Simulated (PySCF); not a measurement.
Ge(OMe)(SiH3) (CH6GeOSi), SMILES C[O][Ge][SiH3] (connectivity only; charge and spin as stated), neutral, multiplicity 1. Atoms are numbered in the order given.

```xyz
10

Ge     0.9456     0.1552     0.0000
O     -0.2085     1.5236     0.0000
C     -1.6126     1.5990     0.0000
H     -2.0968     0.6052     0.0000
H     -1.9559     2.1510     0.8922
H     -1.9559     2.1510    -0.8922
Si    -0.6996    -1.7845     0.0000
H     -1.5915    -1.8023    -1.2059
H     -1.5915    -1.8023     1.2059
H      0.0698    -3.0696     0.0000
```

Geometry: B3LYP-D3(BJ)/def2-SVP. The structure was generated by enumeration; whether it is a known compound was not checked. Other conformers were not sampled.

Two levels are set side by side: PBE/pcSseg-1 (PySCF) and PBE0/pcSseg-1 (PySCF). GIAO shifts against GeH4 (⁷³Ge), H2O (¹⁷O), TMS (²⁹Si), TMS (¹H), TMS (¹³C) at the same level; non-relativistic, no solvent, atoms listed together averaged. Differences are taken from unrounded values.

```csv
quantity,PBE0
δ(⁷³Ge) of Ge1 (ppm),1597.9
δ(¹⁷O) of O2 (ppm),354.4
δ(¹³C) of C3 (ppm),74.4
δ(²⁹Si) of Si7 (ppm),-113.6
"δ(¹H) of H8, H9, H10 (ppm)",3.77
```

### Question
What does PBE give, and how far is it from PBE0? (An estimate is asked for; the answer gives what the named calculation found.)

### Answer

```
quantity                       PBE  PBE minus PBE0
--------------------------  ------  --------------
δ(⁷³Ge) of Ge1 (ppm)        1596.5            -1.3
δ(¹⁷O) of O2 (ppm)           403.0            48.6
δ(¹³C) of C3 (ppm)            77.9             3.6
δ(²⁹Si) of Si7 (ppm)        -117.8            -4.2
δ(¹H) of H8, H9, H10 (ppm)    3.81            0.04
```

Rough cost on one machine, each run with all the roots and properties that it gave: PBE0 against PBE within a factor of 2.
